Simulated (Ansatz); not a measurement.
Two isomers of BFH4O2Si: A = `OB[SiH](O)F`, B = `O[SiH2]OBF`.

Program: Ansatz. Geometries: PBE0-D4/def2-TZVP. ΔE: electronic, gas phase. CCSD(T)/CBS adds triple-zeta CCSD(T) − MP2 to the extrapolated MP2 energy (def2 sets, frozen cores). Functionals use def2-TZVPP. Each species was taken in one conformer, which may not be the lowest.

A:

Z-matrix (Å, degrees):
```
Si
B 1 2.025
F 1 1.607 2 108.8
O 1 1.640 2 106.5 3 118.3
H 1 1.489 2 116.9 3 -118.3
O 2 1.350 1 118.0 3 119.0
H 2 1.204 1 122.3 3 -61.1
H 4 0.958 1 118.6 2 169.0
H 6 0.962 2 113.8 1 179.8
```

B:

Z-matrix (Å, degrees):
```
Si
O 1 1.648
O 1 1.635 2 113.0
H 1 1.474 2 107.4 3 116.7
H 1 1.482 2 105.9 3 -122.1
B 2 1.341 1 138.5 3 5.3
H 3 0.958 1 119.3 2 -76.3
F 6 1.325 2 118.3 1 -177.8
H 6 1.197 2 123.4 1 2.7
```

Task: Which isomer does CCSD(T)/CBS put lower? Give the gap. (An estimate is asked.)

Result: Computed: B, by 32.2 kcal/mol.

Task: Give E(B) − E(A) in kcal/mol with CCSD(T)/def2-SVP, r2SCAN-D4, PBE-D4, ωB97M-V, HF/def2-TZVPP, LDA (SPW92), CCSD(T)/def2-TZVPP. (Best estimate.)

Result: The calculation gave: CCSD(T)/def2-SVP -35.8, r2SCAN-D4 -33.1, PBE-D4 -29.1, ωB97M-V -33.3, HF/def2-TZVPP -38.0, LDA (SPW92) -31.4, CCSD(T)/def2-TZVPP -33.0. None reverses the order clearly.

Task: Does the order hold for the free energy at 298.15 K (harmonic terms from PBE0-D4)? (An estimate is asked.)

Result: Ansatz gave: Yes: G(B) − G(A) = -33.6 kcal/mol, for one conformer each. Modes under 60 cm⁻¹, often nearly free rotors, make the harmonic entropy too high.

Largest T1 diagnostic: 0.013.

From BLYP to BHLYP (50 % exact exchange), in def2-TZVPP and without D4, E(B) − E(A) moves by −3.8 kcal/mol. In def2-TZVPP, CCSD(T) changes the Hartree–Fock value by +5.0 kcal/mol (the triples alone add +0.5 kcal/mol) and MP2 by +3.8 kcal/mol.
